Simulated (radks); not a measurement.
Coulomb parameter of the 4d shell of neutral molybdenum in the model configuration [Kr] 4d5 5s1, as a second difference U = [E(n + 0.25) + E(n - 0.25) - 2 E(n)] / (0.25)^2 with all orbitals relaxed. "Bare": the charge of the atom changes with n. "Screened": the 5s shell takes up the change at fixed total charge, which measures U(4d,4d) + U(5s,5s) - 2 U(4d,5s). Calculated with a radial shooting solver on a logarithmic mesh with Libxc functionals: scalar-relativistic Kohn-Sham, PBE, spin-unpolarised, spherical densities, finite nucleus; Fermi nuclear charge, rms radius 4.4091 fm.

| case | configuration | E - E(n) (eV) |
|---|---|---|
| start | [Kr] 4d5 5s1 | 0.000 |
| bare +0.25 | [Kr] 4d5.25 5s1 | -0.705 |
| bare -0.25 | [Kr] 4d4.75 5s1 | 1.188 |
| screened +0.25 | [Kr] 4d5.25 5s0.75 | 0.112 |
| screened -0.25 | [Kr] 4d4.75 5s1.25 | -0.052 |

U(bare) = 7.732 eV, U(screened by 5s) = 0.963 eV, against the Slater integral F0(4d,4d) = 12.578 eV with frozen orbitals. The step up makes a negative ion, whose loosely bound charge lowers the bare value.
